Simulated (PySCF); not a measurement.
Simulated Si 2p region for `CC[O][Ge@H]([SiH3])[GeH3]`, binding energy against the vacuum level.

Every computed line was given a Gaussian of 0.5 eV full width at half maximum and an area set by the number of equivalent atoms (split 2:1 within a doublet); the highest printed point is 100. Method used: delta-SCF UKS SCAN, pcX-2 on the ionised atom, pcseg-1 elsewhere, spin-free X2C in PySCF 2.14.0.

binding energy (eV), intensity and a bar:
```
    105.9          1 
    106.0          3 #
    106.1         10 ###
    106.2         25 ########
    106.3         50 ###############
    106.4         78 #######################
    106.5         98 #############################
    106.6        100 ##############################
    106.7         84 #########################
    106.8         62 ###################
    106.9         48 ##############
    107.0         47 ##############
    107.1         51 ###############
    107.2         51 ###############
    107.3         43 #############
    107.4         29 #########
    107.5         16 #####
    107.6          7 ##
    107.7          2 #
    107.8          1 
    107.9          0
```

Question: How many maxima does the curve show, and how many computed lines lie under it?

Answer: The curve has 2 maxima (at 106.6 and 107.2 eV). Under it lie 2 lines from 1 inequivalent silicon site, drawn as a 2p3/2, 2p1/2 pair.

Question: Decompose the envelope and assign each component. Numbering: `[CH3:1][CH2:2][O:3][Ge@H:4]([SiH3:5])[GeH3:6]`.

Answer: 
```json
{"position (eV)": "106.55", "relative area": "0.67", "line": "Si 2p3/2", "atoms": "Si5", "environment": "SiH3 silicon"}
{"position (eV)": "107.18", "relative area": "0.33", "line": "Si 2p1/2", "atoms": "Si5", "environment": "SiH3 silicon"}
```

Shake-up satellites, vibrational structure and lifetime widths aren't simulated. The 2p values aren't plain energy differences: one relaxed spin-free 2p hole is combined with a matrix within the shell (ground-state 2p orbital-energy differences and spin–orbit coupling). 2p3/2, the mean of its two sublevels, lies a third of the splitting below the shell's mean and 2p1/2 two thirds above it; the statistical areas are 2:1. 2p1/2 minus 2p3/2 (ligand field included): Si 0.62 eV. Isolated species at its PBE0-D3(BJ)/def2-SVP geometry (one conformer only).

Time: 69 s wall; peak memory 0.83 GiB. Hardware: one thread of an Arm Neoverse V1, shared host.

Shape of the structure used: `[CH3:1][CH2:2][O:3][Ge@H:4]([SiH3:5])[GeH3:6]`: C1–C2–O3–Ge4 178°, C2–O3–Ge4–Si5 -179°.
